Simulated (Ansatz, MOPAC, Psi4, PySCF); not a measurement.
H3NSe (SMILES N[SeH]) and HF (SMILES F) are pulled apart as rigid monomers along the line of their centres of mass, from the B3LYP-D3(BJ)/def2-TZVP minimum. Starting geometry (charge 0, multiplicity 1):
```xyz
7

N     -1.001     0.600     0.760
Se    -0.201    -0.947     0.049
H     -0.826     1.398     0.160
H     -2.001     0.468     0.859
H     -0.929    -0.997    -1.240
F      0.079     1.034     3.150
H     -0.318     0.890     2.292
```

Interaction energies with rigid monomers; basis-set methods are counterpoise corrected unless marked otherwise.

Correlated levels freeze the cores. Filled d and f shells under p-block atoms count as core. Rows in 3-21G, 6-31G* carry no dispersion term and start afresh at each structure (6-31G* with six Cartesian d functions); the Pople sets are all-electron and without relativity. The state reached by PM3 isn't checked.

Programs: Ansatz (Gaussian basis) for Hartree–Fock, density functionals and correlated methods; MOPAC for PM3 (differences of heats of formation); Psi4 for SAPT; PySCF for 3-21G rows, 6-31G* rows. Values without a source in brackets are computed.

```
N1···H7 (Å)  PM3 (meV)  HF/3-21G (no counterpoise) (meV)  B3LYP/6-31G* (meV)  CCSD/aug-cc-pVTZ (meV)  SAPT0/aug-cc-pVDZ (meV)
-----------  ---------  --------------------------------  ------------------  ----------------------  -----------------------
1.55               ___                            -605.8              -352.3                  -382.2                   -522.1
1.70            -148.6                            -672.6                 ___                  -438.7                   -534.6
1.94            -141.0                            -626.0              -438.9                  -409.3                   -464.9
2.34             -59.4                            -441.5              -310.3                  -282.8                   -308.8
2.99             -33.5                            -197.1              -138.3                  -133.1                   -142.5
```

**Question.** What belongs in the gaps?

**Answer.** 
- 1.70, B3LYP/6-31G* (meV): -443.2
- 1.55, PM3 (meV): 75.8

Ansatz is a program for electronic structure.
